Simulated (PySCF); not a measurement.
An unknown is described by computed data only.

Formula: C4H6F5P.

- NMR, other nuclei: isotropic shieldings of nuclei other than C and H, by class: 261 (3 F), 307 (2 F), 368 (1 P) ppm [GIAO KT3/pcSseg-1]
- UV, strongest line: among the 10 lowest singlet transitions: S7 at 8.04 eV (154 nm, f = 0.104) [TDDFT B3LYP/def2-SVPD]
- Valence photoelectron: vertical ionisation energy: 9.54 eV [ΔSCF B3LYP/def2-SVPD]
- 13C NMR: chemical shifts (computed TMS as zero) by class: 123.5 (1 C), 122.9 (1 C), 10.8 (2 C) ppm [GIAO KT3/pcSseg-1]
- Rotational structure: rotational constants A, B, C: 1.741, 0.913, 0.816 GHz [PBE0-D3(BJ)/def2-SVP]
- Dipole: 2.77 D [B3LYP/def2-SVPD]
- 1H NMR: chemical shifts (computed TMS as zero) by class: 1.24 (6 H) ppm [GIAO KT3/pcSseg-1]
- UV, first state: lowest singlet excitation: 6.41 eV (194 nm, f = 0.076) [TDDFT B3LYP/def2-SVPD]
- Triplet: lowest triplet excitation (Tamm–Dancoff): 5.25 eV [TDA B3LYP/def2-SVPD]

The electronic properties come from PySCF, for the isolated species, density fitting. Levels stand in brackets. One conformer (not necessarily the lowest) at the PBE0-D3(BJ)/def2-SVP geometry, without solvent, vibrations or thermal averaging. NMR values are class means; diastereotopic atoms form classes of their own.

Task: Propose a structure and show how it fits.

Result: Numbering: `[CH3:1][P:2]([CH3:3])[C:4]([F:5])([F:6])[C:7]([F:8])([F:9])[F:10]`. 4 carbons fall into 3 classes; from least to most shielded: CF3 carbon [C7] (123.5 ppm), CF2 carbon [C4] (122.9 ppm), sp3 carbon bound to phosphorus [C1/C3] (10.8 ppm, 2 C, up to 3.0 ppm apart in this geometry). All hydrogens form one class (1.24 ppm): methyl hydrogen. The other shieldings belong to: 261 ppm, fluorine of a CF3 group [F8/F9/F10]; 307 ppm, fluorine of a CF2 group [F5/F6]; 368 ppm, phosphine phosphorus [P2]. The first electron is taken from the HOMO, whose largest Löwdin shares are 0.60 on the phosphine phosphorus, 0.10 on each of 2 atoms of one kind (sp3 carbon bound to phosphorus) and 0.07 on the CF2 carbon. The optimised geometry has point group C1 and is an asymmetric top. Structure: `CP(C)C(F)(F)C(F)(F)F`. The assignments are read from this structure; whether some other isomer fits the data as well wasn't checked.

Shape of the structure used: `[CH3:1][P:2]([CH3:3])[C:4]([F:5])([F:6])[C:7]([F:8])([F:9])[F:10]`: C1–P2–C4–F5 -59°, P2–C4–C7–F8 57°.
